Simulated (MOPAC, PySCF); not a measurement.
[Hf(CH3)2(H)2], neutral singlet in the gas phase. 

Cartesian coordinates (Å):
```xyz
11

Hf    -0.0483     0.0666     0.0504
C      0.9321     1.7764     1.0000
H      1.8313     1.4215     1.5438
H      0.3143     2.3522     1.7128
H      1.2796     2.4767     0.2131
C     -2.1079    -0.1073     0.7680
H     -2.7989    -0.0543    -0.0978
H     -2.4289     0.6549     1.5009
H     -2.2447    -1.1033     1.2364
H      0.8768    -1.4847     0.5177
H     -0.0814     0.3481    -1.7934
```
Charge 0, spin multiplicity 1.

All levels are single points at this geometry (r2SCAN-D4/def2-SVP); Pople sets use spherical d functions. Orbital energies aren't observables, and empty levels follow the basis.

```csv
level,HOMO (eV),LUMO (eV),gap (eV),dipole (D),"vertical IE, Delta-SCF (eV)"
B3LYP-D3(BJ)/def2-TZVP in PySCF,-7.57,-1.49,6.08,1.09,–
PBE-D3(BJ)/def2-TZVP in PySCF,-6.49,-2.16,4.33,1.16,–
TPSSh-D3(BJ)/def2-TZVP in PySCF,-7.10,-1.61,5.49,1.10,–
B3LYP/6-31G* (LANL2DZ on Hf) in PySCF,-7.58,-1.67,5.91,1.44,9.83
BP86/6-31G* (LANL2DZ on Hf) in PySCF,-6.59,-2.42,4.16,1.57,–
M06-2X/6-31G* (LANL2DZ on Hf) in PySCF,-9.06,-0.84,8.22,1.35,–
SVWN5/6-31G* (LANL2DZ on Hf) in PySCF,-6.54,-2.53,4.01,1.63,–
HF/6-31G* (LANL2DZ on Hf) in PySCF,-11.08,1.28,12.37,1.17,9.72
PM6 in MOPAC,-10.42,-2.19,8.23,3.50,–
```
